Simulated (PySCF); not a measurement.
4,5-dihydro-1,3-oxazol-2-ylsilane (C₃H₇NOSi), SMILES [SiH3]C1=NCCO1. Heavy atoms are numbered as in [SiH3:1][C:2]1=[N:3][CH2:4][CH2:5][O:6]1. Hydrogens are named by the atom that carries them.

The structure is a stationary point at r2SCAN-D4/def2-SVP. One conformer was computed; it need not be the lowest.

Computed with PBE0/pcSseg-1 run with PySCF.

GIAO shieldings, no solvent; atoms alike by connectivity are averaged. δ = σ(ref) − σ: ²⁹Si against TMS (σ = 352.7 ppm); ¹³C against TMS (σ = 186.3 ppm); ¹⁵N against NH3 (σ = 267.4 ppm); ¹⁷O against H2O (σ = 334.2 ppm); ¹H against TMS (σ = 31.56 ppm), references at their B3LYP-D3(BJ)/def2-TZVP geometries, non-relativistic.

| atoms | nucleus | count | δ (ppm) |
|---|---|---|---|
| Si1 (SiH3) | ²⁹Si | 1 | -78.1 |
| C2 | ¹³C | 1 | 175.6 |
| C5 (CH2) | ¹³C | 1 | ___ |
| C4 (CH2) | ¹³C | 1 | 61.2 |
| N3 | ¹⁵N | 1 | ___ |
| O6 | ¹⁷O | 1 | ___ |
| H on Si1 | ¹H | 3 | ___ |
| H on C5 | ¹H | 2 | 4.30 |
| H on C4 | ¹H | 2 | 4.20 |

Question: What belongs in the gaps? (An estimate is asked for; the answer gives what the named calculation found.)

Answer: 
- N3, δ (ppm): 298.1
- H on Si1, δ (ppm): 4.44
- O6, δ (ppm): 209.6
- C5 (CH2), δ (ppm): 70.4
